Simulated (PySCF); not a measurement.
**Pb (lead, neutral) across methods**

[Xe] 4f14 5d10 6s2 6p2, high-spin 3P determinant. Computed with PySCF 2.14 in aug-cc-pwCVDZ-PP with ECP60MDF (6s5p4d1f, 48 functions), with a scalar-relativistic core potential.

| method | E (hartree) | mean ε 6s α (eV) | mean ε 6s β (eV) | mean ε 6p α (eV) | Σ⟨r²⟩ (bohr²) | ⟨S²⟩ |
| --- | --- | --- | --- | --- | --- | --- |
| UHF | -191.83308 | -16.978 | -13.731 | -6.936 | 66.89 | 2.010 |
| PBE0 | -192.8345 | -13.704 | -12.198 | -4.795 | 66.11 | 2.003 |
| TPSSh | -192.7721 | -12.927 | -11.573 | -4.289 | 66.14 | 2.002 |
| LC-wPBE | -192.8617 | -16.775 | -14.634 | -7.113 | 65.28 | 2.007 |
| PBE | -192.8624 | -12.319 | -11.345 | -3.919 | 66.60 | 2.002 |
| PW91 | -192.9406 | -12.378 | -11.405 | -3.963 | 66.53 | 2.001 |
| LDA | -192.5666 | -12.588 | -11.759 | -4.007 | 66.41 | 2.001 |
| r2SCAN | -192.9240 | -12.780 | -11.444 | -4.208 | 65.85 | 2.005 |
| M06-2X | -192.7205 | -15.353 | -12.655 | -5.713 | 65.15 | 2.006 |

Energies and moments cover only the electrons outside the core potential. Spin-orbit coupling is strong in this species (close to jj coupling), so the high-spin LS determinant is a model state, not a physical level.
